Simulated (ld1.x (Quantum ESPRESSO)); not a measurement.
**What the settings do to the TM semilocal potential of niobium**

Base potential:

ld1.x (Quantum ESPRESSO) 7.5 input, shortened:

```
&input
   title='Nb', zed=41., rel=1, dft='PBESOL', iswitch=3,
   config='[Kr] 4d2 5s0 5p0'
 /
 &inputp
   pseudotype=1, tm=.true., lloc=2,
   nlcc=.true., new_core_ps=.true.
 /
3
4S  1  0   2.00   0.00  1.65  1.65  0.0
4P  2  1   6.00   0.00  2.20  2.20  0.0
4D  3  2   2.00   0.00  1.55  1.55  0.0
 &test
   configts(1)='4s2 4p6 4d2 5s0 5p0'
 /
```

All-electron outer shells of the reference configuration (PBEsol, scalar-relativistic, ld1.x):

| shell | level (eV) | outermost node (bohr) | outermost maximum (bohr) |
| --- | --- | --- | --- |
| 3d | -227.66 | – | 0.33 |
| 4s | -88.88 | 0.53 | 1.02 |
| 4p | -64.59 | 0.54 | 1.12 |
| 4d | -30.56 | 0.55 | 1.40 |
| 5s | -25.38 | 1.36 | 2.55 |
| 5p | -19.67 | 1.53 | 2.96 |

Cutoffs, loose and tight: the cutoffs (Ry, on a coarse ladder) from which the occupation-weighted sum of valence levels, in a spherical-Bessel basis at the reference potential, stays within 10 and 1 mRy of its value at 400 Ry. They do not see the model core or the augmentation charge, which bear on the density cutoff. Test errors are all-electron minus pseudo excitation energies from the reference, over the configurations 4s2 4p6 4d4 5s1 5p0; 4s2 4p6 4d4 5s0 5p0; 4s2 4p6 4d3 5s0 5p0; 4s2 4p6 4d3 5s1 5p1; 4s2 4p6 4d4 5s0 5p1; 4s2 4p6 4d1 5s0 5p0; 4s2 4p6 4d5 5s0 5p0. A dash means not determined; rows that change the core or the reference have their own tests.

In the semilocal form every listed channel keeps its own potential, so the choice of the local channel does not act on these tests. It acts once the file is put into the separable form.

A semilocal file is local in each channel, so a ghost entry of none says nothing of the separable form that plane-wave codes build from it.

The default core radius of the base comes out at 0.76 bohr.

On the changes marked as counting shells twice: ld1.x takes every shell without a wave as core, so the model core holds the marked electrons as well and exchange and correlation see them twice. This cancels in the reference configuration, but the file is broken for other ones, and its errors say nothing about a proper core correction.

```tsv
change	outcome	cutoff, loose	cutoff, tight	bound ghosts	largest test error (meV)
base	generated	50 Ry	70 Ry	none	+728
core correction Bessel-smoothed model core inside 0.62 bohr	generated	50 Ry	70 Ry	none	+728
all radii but the core radius scaled by about 0.97 (s 1.60, p 2.12, d 1.50 bohr)	generated	55 Ry	80 Ry	none	+550
reference 4s2 4p6 4d3 5s2 5p0 (5s counted twice)	generated, misses its reference levels by 0.59 eV	50 Ry	70 Ry	none	-3802
wave 4p (bound): rc 2.20 bohr becomes 4p (bound): rc 1.48 bohr	generated	55 Ry	100 Ry	none	+640
```

(1) What comes out with this change to the base: wave 4d (bound): rc 1.55 bohr becomes 4d (bound): rc 1.22 bohr?

(2) What comes out with this change to the base: wave 4s (bound): rc 1.65 bohr becomes 4s (bound): rc 1.32 bohr?

(3) What comes out with this change to the base: form changed from semilocal to separable (Kleinman–Bylander), still TM?

Answers

(1) outcome: generated; cutoff, loose: 70 Ry; cutoff, tight: 110 Ry; bound ghosts: none; largest test error (meV): +729.

(2) outcome: generated; cutoff, loose: 80 Ry; cutoff, tight: 140 Ry; bound ghosts: none; largest test error (meV): +239.

(3) outcome: generated; cutoff, loose: 50 Ry; cutoff, tight: 70 Ry; bound ghosts: none; largest test error (meV): +190.
